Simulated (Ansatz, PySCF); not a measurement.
Stepwise substitution at one centre (Al F-SH). All species are isolated molecules in the gas phase. One relaxed conformer stands for each flexible species; it need not be the lowest. Strings in code marks are SMILES.

Quantity: vertical ionisation energy (energy after one electron is removed minus that of the parent at the parent's geometry), in eV.

Level 1: frozen-core CCSD(T)/cc-pVTZ // PBE-D3(BJ)/def2-TZVP (Ansatz, a program for electronic structure)
Level 2: minus the HOMO energy of HF/6-31G* // PBE-D3(BJ)/def2-TZVP (PySCF)
Level 3: minus the HOMO energy of HF/STO-3G // PBE-D3(BJ)/def2-TZVP (PySCF)
Level 4: HF/cc-pVTZ // PBE-D3(BJ)/def2-TZVP (Ansatz)

| species | level 1 | level 2 | level 3 | level 4 |
|---|---|---|---|---|
| `[F][Al]([SH])[SH]` (S–Al–S–H torsion 0°, S–Al–S–H torsion -179°) | 10.29 | ___ | ___ | ___ |
| `[SH][Al]([SH])[SH]` | 9.97 | 10.50 | 6.82 | 9.03 |
| `[F][Al]([F])[SH]` (F–Al–S–H torsion 180°) | 10.81 | 11.11 | 7.10 | 9.79 |

Q: Some entries are withheld; supply them.

A: 
- `[F][Al]([SH])[SH]` (S–Al–S–H torsion 0°, S–Al–S–H torsion -179°), level 2: 10.69
- `[F][Al]([SH])[SH]` (S–Al–S–H torsion 0°, S–Al–S–H torsion -179°), level 3: 6.89
- `[F][Al]([SH])[SH]` (S–Al–S–H torsion 0°, S–Al–S–H torsion -179°), level 4: 9.38
